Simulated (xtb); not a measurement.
xtb input (GFN2-xTB):

```bash
xtb mol.xyz --gfn 2 --sp --chrg 0 --uhf 0
```
mol.xyz:
```
4

O     -1.61668830     0.89696804     0.03358388
S     -1.00744960    -0.44291150     0.01744965
S      1.00465473    -0.44908648    -0.02049389
O      1.62227805     0.88702792    -0.02749539
```

End of the output:

```
         :::::::::::::::::::::::::::::::::::::::::::::::::::::
         ::                     SUMMARY                     ::
         :::::::::::::::::::::::::::::::::::::::::::::::::::::
         :: total energy             -14.581835779111 Eh    ::
         :: gradient norm              0.028370680467 Eh/a0 ::
         :: HOMO-LUMO gap              1.572241125914 eV    ::
         ::.................................................::
         :: SCC energy               -14.622747080961 Eh    ::
         :: -> isotropic ES            0.053970475349 Eh    ::
         :: -> anisotropic ES          0.004078825051 Eh    ::
         :: -> anisotropic XC         -0.001092518382 Eh    ::
         :: -> dispersion             -0.002906415774 Eh    ::
         :: repulsion energy           0.040911301850 Eh    ::
         :: add. restraining           0.000000000000 Eh    ::
         :: total charge               0.000000000000 e     ::
         :::::::::::::::::::::::::::::::::::::::::::::::::::::

           -------------------------------------------------
          |                Property Printout                |
           -------------------------------------------------

    * Orbital Energies and Occupations

         #    Occupation            Energy/Eh            Energy/eV
      -------------------------------------------------------------
         1        2.0000           -0.8031860             -21.8558
         2        2.0000           -0.7909580             -21.5231
         3        2.0000           -0.6879176             -18.7192
         4        2.0000           -0.6678356             -18.1727
         5        2.0000           -0.5714820             -15.5508
         6        2.0000           -0.5494376             -14.9510
         7        2.0000           -0.5488537             -14.9351
         8        2.0000           -0.5269281             -14.3384
         9        2.0000           -0.5248618             -14.2822
        10        2.0000           -0.5005763             -13.6214
        11        2.0000           -0.4217844             -11.4773
        12        2.0000           -0.4136976             -11.2573 (HOMO)
        13                         -0.3559188              -9.6850 (LUMO)
        14                         -0.2446065              -6.6561
Note: The following floating-point exceptions are signalling: IEEE_DENORMAL
normal termination of xtb
        15                         -0.2375229              -6.4633
        16                         -0.1499480              -4.0803
        17                         -0.0814968              -2.2176
        18                         -0.0649377              -1.7670
        19                         -0.0035481              -0.0965
        20                          0.0333235               0.9068
        21                          0.0609410               1.6583
        22                          0.0661421               1.7998
        23                          0.0803857               2.1874
       ...                                ...                  ...
        26                          0.9002314              24.4965
      -------------------------------------------------------------
                  HL-Gap            0.0577788 Eh            1.5722 eV
             Fermi-level           -0.3848082 Eh          -10.4712 eV

     #   Z          covCN         q      C6AA      α(0)
     1   8 O        0.860    -0.377    21.216     6.176
     2  16 S        1.838     0.377   126.632    18.940
     3  16 S        1.838     0.377   126.632    18.940
     4   8 O        0.860    -0.377    21.216     6.176

 Mol. C6AA /au·bohr⁶  :        994.405330
 Mol. C8AA /au·bohr⁸  :      39199.988128
 Mol. α(0) /au        :         50.231801

Wiberg/Mayer (AO) data.
largest (>0.10) Wiberg bond orders for each atom

 ---------------------------------------------------------------------------
     #   Z sym  total        # sym  WBO       # sym  WBO       # sym  WBO
 ---------------------------------------------------------------------------
     1   8 O    2.167 --     2 S    1.789     3 S    0.287
     2  16 S    3.489 --     1 O    1.789     3 S    1.413     4 O    0.287
     3  16 S    3.489 --     4 O    1.789     2 S    1.413     1 O    0.287
     4   8 O    2.167 --     3 S    1.789     2 S    0.287
 ---------------------------------------------------------------------------

Topologies differ in total number of bonds
Writing topology from bond orders to xtbtopo.mol

molecular dipole:
                 x           y           z       tot (Debye)
 q only:       -0.006      -1.904      -0.006
   full:       -0.005      -1.637      -0.006       4.162
molecular quadrupole (traceless):
                xx          xy          yy          xz          yz          zz
 q only:       -3.528       0.012       0.562       0.122      -0.009       2.966
  q+dip:       -4.799       0.014      -0.143       0.184      -0.018       4.942
   full:       -4.537       0.012      -0.629       0.183      -0.020       5.166

           -------------------------------------------------
          | TOTAL ENERGY              -14.581835779111 Eh   |
          | GRADIENT NORM               0.028370680467 Eh/α |
          | HOMO-LUMO GAP               1.572241125914 eV   |
           -------------------------------------------------

------------------------------------------------------------------------
------------------------------------------------------------------------
 total:
 SCF:
```
